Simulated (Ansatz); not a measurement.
`O[Si](Cl)(Br)Br` + H–F → `F[Si](Cl)(Br)Br` + H₂O at 298.15 K and 1 bar (ligand exchange at the Si–O bond).

Program: Ansatz. Geometries: PBE0-D4/def2-TZVP. ΔE: electronic, gas phase. CBS: MP2 limit from def2 TZ/QZ plus the TZ coupled-cluster correction, frozen cores. This one scheme is used for every species. For Br outer-core shells are correlated without core-valence functions, which leaves a few kJ/mol of doubt a bond. Scalar relativity is left out up to krypton. One conformer a species, not always the lowest.

```
          species  CCSD(T)/CBS energy (Eh)  H − E (kJ/mol)  S (J/(mol·K))
`O[Si](Cl)(Br)Br`              -5971.47577            70.7          376.2
              H–F               -100.39570            33.5          173.6
`F[Si](Cl)(Br)Br`              -5995.50423            39.7          364.6
              H₂O                -76.37941            66.4          188.7
```

H − E and S are ideal-gas, rigid-rotor, harmonic terms from PBE0-D4/def2-TZVP, for one conformer and one mirror image of each species. 1 Eh = 2625.50 kJ/mol, R = 8.31446 J/(mol·K).

**Question.** By hand: ΔE, ΔH, ΔS and ΔG.

**Answer.** ΔE = (-5995.50423) + (-76.37941) − (-5971.47577) − (-100.39570) = -0.01217 Eh = -32.0 kJ/mol. Δ(H − E) = 39.7 + 66.4 − 70.7 − 33.5 = 1.9, so ΔH = -30.1 kJ/mol. ΔS = 364.6 + 188.7 − 376.2 − 173.6 = 3.5 J/(mol·K). ΔG = -30.1 − 298.15 × (3.5)/1000 = -31.1 kJ/mol.

**Question.** By hand: the equilibrium constant, and the temperature at which ΔG would vanish if ΔH and ΔS stayed fixed.

**Answer.** log₁₀ K = −ΔG/(RT ln 10) = 5.4. ΔH and −TΔS have one sign here, so there is no such temperature.

The number of gas molecules stays the same, so ΔS is small and ΔH decides. A doubt of 5 kJ/mol in ΔE shifts log₁₀ K by 0.9 here. Other conformers and mirror images would add mixing entropy, several J/(mol·K) or more a flexible species. These are equilibria of isolated gas molecules and say nothing of rates. Largest T1 diagnostic: 0.008 (customary marks: 0.02 for closed shells, 0.045 for open ones).

ΔS is within the doubt of such terms, so its sign, and with it that verdict, could turn.
